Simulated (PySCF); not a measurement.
Correlation energy of Br²⁺ (bromine, charge +2)

[Ar] 3d10 4s2 4p3, high-spin 4S determinant. Computed with PySCF 2.14 in dyall-av2z, with the non-relativistic Hamiltonian (point nucleus). Frozen: [Ar] 3d10; 5 electrons correlated; the 39 highest virtual orbitals of each spin left out.

```tsv
level	correlation energy (mhartree)
CCSD	-82.09
(T)	-0.98
CCSD(T)	-83.07
```

Diagnostics: T1 = 0.0015, D1 = 0.0038, largest double amplitude 0.049.

Cost of the coupled-cluster step: roughly 2.3 core-seconds, for 5 correlated electrons.

Iterations:

```
CC2 = 0
CCSD nocc = (np.int64(4), np.int64(1)), nmo = (39, 39)
frozen orbitals [[0, 1, 2, 3, 4, 5, 6, 7, 8, 9, 10, 11, 12, 13, 53, 54, 55, 56, 57, 58, 59, 60, 61, 62, 63, 64, 65, 66, 67, 68, 69, 70, 71, 72, 73, 74, 75, 76, 77, 78, 79, 80, 81, 82, 83, 84, 85, 86, 87, 88, 89, 90, 91], [0, 1, 2, 3, 4, 5, 6, 7, 8, 9, 10, 11, 12, 13, 53, 54, 55, 56, 57, 58, 59, 60, 61, 62, 63, 64, 65, 66, 67, 68, 69, 70, 71, 72, 73, 74, 75, 76, 77, 78, 79, 80, 81, 82, 83, 84, 85, 86, 87, 88, 89, 90, 91]]
max_cycle = 100
direct = 0
conv_tol = 1e-08
conv_tol_normt = 1e-06
diis_space = 8
diis_start_cycle = 0
Init t2, MP2 energy = -0.0665395430137586
Init E_corr(UCCSD) = -0.066539543050909
cycle = 1  E_corr(UCCSD) = -0.0787834777684406  dE = -0.0122439347  norm(t1,t2) = 0.0345979
cycle = 2  E_corr(UCCSD) = -0.0812520017358225  dE = -0.00246852397  norm(t1,t2) = 0.00913772
cycle = 3  E_corr(UCCSD) = -0.0821054573977239  dE = -0.000853455662  norm(t1,t2) = 0.00302136
cycle = 4  E_corr(UCCSD) = -0.0820876682057442  dE = 1.7789192e-05  norm(t1,t2) = 0.000333139
cycle = 5  E_corr(UCCSD) = -0.0820875618086804  dE = 1.06397064e-07  norm(t1,t2) = 2.71826e-05
cycle = 6  E_corr(UCCSD) = -0.082087338270638  dE = 2.23538042e-07  norm(t1,t2) = 4.24958e-06
cycle = 7  E_corr(UCCSD) = -0.082087452612099  dE = -1.14341461e-07  norm(t1,t2) = 7.11131e-07
cycle = 8  E_corr(UCCSD) = -0.0820874143765203  dE = 3.82355787e-08  norm(t1,t2) = 1.15905e-07
cycle = 9  E_corr(UCCSD) = -0.0820874175669001  dE = -3.19037984e-09  norm(t1,t2) = 1.79421e-08
UCCSD converged
E(UCCSD) = -2571.358260919969  E_corr = -0.08208741756690015
UCCSD(T) correction = -0.000984779780994288
```
